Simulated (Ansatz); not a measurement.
`[CH3][SnH]([OH])[Br]` → `[CH2]` (triplet) + `[OH][SnH2][Br]` at 500 K and 1 bar (formal loss of a carbene).

Program: Ansatz. Geometries: PBE0-D4/def2-TZVP. ΔE: electronic, gas phase. CCSD(T)/CBS adds triple-zeta CCSD(T) − MP2 to the extrapolated MP2 energy (def2 sets, frozen cores). This one scheme is used for every species. Triplets are unrestricted, without spin–orbit coupling. Elements past krypton have def2 core potentials. For Br, Sn outer-core shells are correlated without core-valence functions, which leaves a few kJ/mol of doubt a bond. Scalar relativity is left out up to krypton. One conformer a species, not always the lowest.

```tsv
species	CCSD(T)/CBS energy (Eh)	H − E (kJ/mol)	S (J/(mol·K))
`[CH3][SnH]([OH])[Br]`	-2903.65401	197.0	444.3
`[CH2]` (triplet)	-39.09499	62.7	213.9
`[OH][SnH2][Br]`	-2864.37583	108.1	379.1
```

H − E and S are ideal-gas, rigid-rotor, harmonic terms from PBE0-D4/def2-TZVP, for one conformer and one mirror image of each species, with the whole ground term of open shells counted as degenerate. 1 Eh = 2625.50 kJ/mol, R = 8.31446 J/(mol·K).

**Question.** By hand: ΔE, ΔH, ΔS and ΔG.

**Answer.** ΔE = (-39.09499) + (-2864.37583) − (-2903.65401) = 0.18319 Eh = 481.0 kJ/mol. Δ(H − E) = 62.7 + 108.1 − 197.0 = -26.2, so ΔH = 454.8 kJ/mol. ΔS = 213.9 + 379.1 − 444.3 = 148.7 J/(mol·K). ΔG = 454.8 − 500 × (148.7)/1000 = 380.5 kJ/mol.

**Question.** By hand: the equilibrium constant, and the temperature at which ΔG would vanish if ΔH and ΔS stayed fixed.

**Answer.** log₁₀ K = −ΔG/(RT ln 10) = -39.7. ΔG = 0 at ΔH/ΔS = 3059 K, far beyond where these terms or the molecules hold.

The number of gas molecules changes by +1, which sets the sign of ΔS. A doubt of 5 kJ/mol in ΔE shifts log₁₀ K by 0.5 here. Other conformers and mirror images would add mixing entropy, several J/(mol·K) or more a flexible species. Modes under 60 cm⁻¹, often nearly free rotors, make the harmonic entropy too high. A triplet takes part, so the spin changes. These are equilibria of isolated gas molecules and say nothing of rates. Largest T1 diagnostic: 0.011 (customary marks: 0.02 for closed shells, 0.045 for open ones).
